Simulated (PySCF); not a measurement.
Molfile (atoms numbered from 1):
```
C8H14Si
     RDKit          3D

 23 23  0  0  0  0  0  0  0  0999 V2000
    2.8244    0.3809    0.2722 C   0  0  0  0  0  0  0  0  0  0  0  0
    2.6536    0.3647   -1.0402 C   0  0  0  0  0  0  0  0  0  0  0  0
    1.0314   -0.0571   -1.9080 Si  0  0  0  0  0  4  0  0  0  0  0  0
   -0.1433   -0.7599   -0.6399 C   0  0  0  0  0  0  0  0  0  0  0  0
   -1.1733   -0.2908    0.0827 C   0  0  0  0  0  0  0  0  0  0  0  0
   -1.8776    1.0138    0.1681 C   0  0  0  0  0  0  0  0  0  0  0  0
   -1.3186    1.8643    1.3123 C   0  0  0  0  0  0  0  0  0  0  0  0
   -1.3699   -1.5645    0.8616 C   0  0  0  0  0  0  0  0  0  0  0  0
   -0.1945   -2.1230    0.0249 C   0  0  0  0  0  0  0  0  0  0  0  0
    3.7682    0.6255    0.7378 H   0  0  0  0  0  0  0  0  0  0  0  0
    2.0164    0.1458    0.9472 H   0  0  0  0  0  0  0  0  0  0  0  0
    3.5013    0.6100   -1.6696 H   0  0  0  0  0  0  0  0  0  0  0  0
    1.3026   -1.0610   -2.9479 H   0  0  0  0  0  0  0  0  0  0  0  0
    0.4760    1.1581   -2.5208 H   0  0  0  0  0  0  0  0  0  0  0  0
   -1.7528    1.5506   -0.7748 H   0  0  0  0  0  0  0  0  0  0  0  0
   -2.9448    0.8434    0.3348 H   0  0  0  0  0  0  0  0  0  0  0  0
   -1.4416    1.3498    2.2628 H   0  0  0  0  0  0  0  0  0  0  0  0
   -0.2592    2.0530    1.1536 H   0  0  0  0  0  0  0  0  0  0  0  0
   -1.8379    2.8183    1.3669 H   0  0  0  0  0  0  0  0  0  0  0  0
   -1.1721   -1.4899    1.9309 H   0  0  0  0  0  0  0  0  0  0  0  0
   -2.3267   -2.0652    0.7131 H   0  0  0  0  0  0  0  0  0  0  0  0
   -0.4590   -2.9447   -0.6386 H   0  0  0  0  0  0  0  0  0  0  0  0
    0.6928   -2.3952    0.5949 H   0  0  0  0  0  0  0  0  0  0  0  0
  1  2  2  0
  2  3  1  0
  3  4  1  0
  4  5  2  0
  5  6  1  0
  6  7  1  0
  5  8  1  0
  8  9  1  0
  9  4  1  0
  1 10  1  0
  1 11  1  0
  2 12  1  0
  3 13  1  0
  3 14  1  0
  6 15  1  0
  6 16  1  0
  7 17  1  0
  7 18  1  0
  7 19  1  0
  8 20  1  0
  8 21  1  0
  9 22  1  0
  9 23  1  0
M  END
```

Theory: GIAO PBE0/pcSseg-1 shieldings, geometry from GFN2-xTB, in PySCF 2.14 (equivalent nuclei averaged, gas phase, one computed conformer, non-relativistic Hamiltonian).

Scale: TMS for 13C (reference shieldings calculated alike).

**Question.** Do the 13C shifts follow the atomic charges (in e)? Tabulate both.

**Answer.** 
```csv
atoms,hybridisation,δ (ppm),σ para (ppm),Hirshfeld,IAO,Mulliken,ESP-fitted
C5,sp2,181.6,-257,+0.02,+0.04,-0.22,-0.04
C1,sp2,142.6,-213,-0.09,-0.28,-0.17,-0.42
C4,sp2,141.3,-212,-0.11,-0.31,-0.44,-0.07
C2,sp2,140.6,-215,-0.14,-0.42,-0.48,-0.13
C8,sp3,34.9,-103,-0.08,-0.27,-0.14,-0.15
C9,sp3,31.2,-98,-0.07,-0.25,-0.14,-0.22
C6,sp3,29.6,-90,-0.07,-0.27,-0.15,+0.06
C7,sp3,17.3,-79,-0.11,-0.41,-0.28,-0.13
```

Correlation coefficients of δ with charge over these carbons: Hirshfeld +0.25, IAO +0.41, Mulliken -0.47, ESP-fitted -0.14; with the paramagnetic shielding -1.00. Among the 4 sp2 carbons alone: Hirshfeld +0.96, IAO +0.96, Mulliken +0.49, ESP-fitted +0.44. With so few points, grouped by hybridisation, these coefficients are fragile. Charge is one influence among several: hybridisation and low-lying excitations act through the paramagnetic term.

Shifts are as computed. Against solution values, carbons near 30 ppm lie about +3 ppm off and those near 130 ppm about +5 ppm. Of 1211 compounds with measured shifts, 218 miss one by over three times the rms of a fit or turn the order of signals round; such compounds aren't used in these exercises.
